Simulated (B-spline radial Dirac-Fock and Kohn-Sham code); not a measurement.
Se 3d3/2: cross section and angular parameters

System: the free selenium atom in the configuration [Ar] 3d10 4s2 4p4; threshold 63.97 eV (orbital energy of the model). Level of theory: Dirac-Hartree-Slater photoionisation with a Latter tail; cross sections with all multipoles, angular parameters from the dipole term and its interference with E2; an atomic code on a B-spline grid.

| hν (eV) | σ (kb) | β | γ | δ |
| --- | --- | --- | --- | --- |
| 80.4 | 758 | 0.283 | 0.001 | 0.006 |
| 81.4 | 816 | 0.224 | 0.000 | 0.006 |
| 89.5 | 1340 | -0.039 | -0.006 | 0.007 |
| 100 | 1910 | -0.058 | -0.010 | 0.009 |
| 138 | 2630 | 0.312 | -0.010 | 0.014 |
| 179 | 2350 | 0.608 | -0.004 | 0.017 |
| 180 | 2340 | 0.614 | -0.003 | 0.017 |
| 196 | 2140 | 0.694 | 0.000 | 0.019 |
| 200 | 2090 | 0.712 | 0.001 | 0.019 |
| 222 | 1830 | 0.800 | 0.007 | 0.020 |
| 375 | 670 | 1.107 | 0.063 | 0.030 |
| 395 | 593 | 1.126 | 0.072 | 0.031 |
| 400 | 576 | 1.131 | 0.074 | 0.031 |
| 434 | 473 | 1.156 | 0.090 | 0.033 |
| 918 | 59.5 | 1.207 | 0.316 | 0.055 |
| 1030 | 41.7 | 1.190 | 0.363 | 0.060 |
| 1170 | 27.9 | 1.165 | 0.417 | 0.067 |
| 2984.4 | ? | ? | ? | ? |
| 3940 | 0.383 | 0.746 | 0.947 | 0.204 |
| 4910 | 0.164 | 0.666 | 1.026 | 0.250 |
| 5730 | 0.0889 | 0.611 | 1.078 | 0.287 |
| 6000 | 0.0740 | 0.596 | 1.093 | 0.299 |
| 6060 | 0.0711 | 0.592 | 1.096 | 0.301 |
| 8047.8 | 0.0225 | 0.498 | 1.178 | 0.384 |
| 9230 | 0.0127 | 0.454 | 1.211 | 0.430 |
| 11800 | 0.00452 | 0.378 | 1.248 | 0.525 |
| 12000 | 0.00421 | 0.373 | 1.249 | 0.532 |
| 15000 | 0.00162 | 0.309 | 1.252 | 0.630 |

Question: Give the values at Ag Lα (2984.4 eV).

Answer: σ = 1.09 kb, β = 0.853, γ = 0.837, δ = 0.157.

Values without a named source are computed, but for edge energies of neutral atoms, which are taken from tables.
